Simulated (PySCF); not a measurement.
## How methods differ on the ionisation energy of Eu⁵⁰⁺

Eu⁵⁰⁺ [Ne] 3s2 3p1 [3p1/2^1, M_J = 1/2] → Eu⁵¹⁺ [Ne] 3s2, as a difference of total energies. Computed with PySCF 2.14 in an even-tempered Gaussian basis (18 s from 13 bohr⁻², ratio 2.4; 14 p from 17 bohr⁻², ratio 2.4; 4 d from 57 bohr⁻², ratio 2.6; 4 f from 86 bohr⁻², ratio 2.6), with the two-component X2C-1e Hamiltonian. Correlated levels: 1s2 frozen; the 54 highest virtual spinors dropped. "Screened" scales the spin-orbit matrix elements by Boettger's factors to mimic the two-electron term; Breit and QED terms are absent.

```json
{"method": "GHF (spin-free)", "ionisation energy (eV)": "4396.7"}
{"method": "GMP2 (spin-free)", "ionisation energy (eV)": "4397.2"}
{"method": "GHF (screened spin-orbit)", "ionisation energy (eV)": "4517.7"}
{"method": "GMP2 (screened spin-orbit)", "ionisation energy (eV)": "4517.9"}
```

Breit and QED terms and the two-electron picture change are absent.

The spin-free rows lack the spin-orbit shift.

For comparison: 4513 ± 4 eV (theoretical estimate listed by NIST; NIST Atomic Spectra Database, ionization energies).
